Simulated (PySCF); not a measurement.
A GIAO shielding run with PySCF 2.14.0 with density-fitted response routines (density fitting, non-relativistic, gas phase) on SMILES BC[SiH2][SiH3], CH9BSi2:

```
$ OMP_NUM_THREADS=1 python probes_run.py task.json out

{"job": {"kind": "nmr", "xc": "BP86", "basis": "pcSseg-2", "pop": false}, "charge": 0, "multiplicity": 1}
B     -1.727768     0.882068    -0.462460
C     -1.414014    -0.491468     0.153489
Si     0.354523    -0.914652    -0.436987
Si     1.893161     0.758805     0.148124
H     -1.392597     1.898985     0.105332
H     -2.234989     0.974424    -1.557960
H     -2.039547    -1.326622    -0.198872
H     -1.336402    -0.494849     1.252891
H      0.374017    -1.112180    -1.919277
H      0.759964    -2.203907     0.206471
H      1.754472     1.089649     1.600780
H      3.290294     0.289886    -0.106488
H      1.650221     1.999555    -0.650456
```

Hardware: 1 thread of an Arm Neoverse V1, shared host.

(1) How large is the calculation?

(2) How long does it take, and how much memory does it need?

(3) And these other runs on the same molecule and hardware: GIAO shielding at B3LYP/pcSseg-2; GIAO shielding at B97-D/pcSseg-2; GIAO shielding at BLYP/pcSseg-2; GIAO shielding at HF/pcSseg-2; GIAO shielding at KT2/pcSseg-2; GIAO shielding at KT3/pcSseg-2?

Answers

(1) 48 electrons, 284 basis functions and 810 auxiliary functions.

(2) 44 s of wall time, with 13 SCF cycles; peak memory 0.89 GiB. Times on a shared host scatter by some tens of per cent.

(3) B3LYP/pcSseg-2: 284 functions, 34 s; B97-D/pcSseg-2: 284 functions, 46 s; BLYP/pcSseg-2: 284 functions, 46 s; HF/pcSseg-2: 284 functions, 21 s; KT2/pcSseg-2: 284 functions, 46 s; KT3/pcSseg-2: 284 functions, 46 s.
